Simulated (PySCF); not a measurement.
Here is a job for PySCF.
```python
from pyscf import gto, scf, mcscf
import numpy

mol = gto.Mole()
mol.atom = '''
    B    -0.26479829   -0.27250486   -0.35740732
    H    -0.85980722   -0.88483067   -1.16051127
    N    -0.10521353    1.11142917   -0.51059803
    H    -0.47695394    1.62943800   -1.28449531
    H     0.39432189    1.68597126    0.14536885
    N     0.28527290   -0.92612943    0.75363034
    H     0.80416719   -0.45260188    1.47227294
    H     0.13510788   -2.70168757    1.04081116
'''
mol.basis = 'sto-3g'
mol.verbose = 4
mol.build()

mf = scf.RHF(mol)
mf.kernel()
mc = mcscf.CASCI(mf, 5, 4)
mc.fix_spin_(ss=0.0)
mc.kernel()
occ = numpy.linalg.eigvalsh(mc.fcisolver.make_rdm1(mc.ci, mc.ncas, mc.nelecas))[::-1]
ss = mc.fcisolver.spin_square(mc.ci, mc.ncas, mc.nelecas)[0]
print('natural occupations', occ.round(4), ' <S^2>', round(ss, 4))
```

### Question
Predict the total energy from CASCI(4,5)/STO-3G in PySCF.

### Answer
-134.6828 Eh

### Question
What SCF-reference dipole moment does CASCI(4,5)/STO-3G give?

### Answer
1.20 D

### Question
What natural occupations of the active orbitals does CASCI(4,5)/STO-3G give?

### Answer
1.99, 1.78, 0.22, 0.01, 0.00

### Question
What is the computed SCF-reference Mulliken (on the basis functions themselves) charges in atom order (CASCI(4,5)/STO-3G)?

### Answer
B1 0.41, H2 -0.09, N3 -0.52, H4 0.18, H5 0.17, N6 -0.41, H7 0.17, H8 0.08
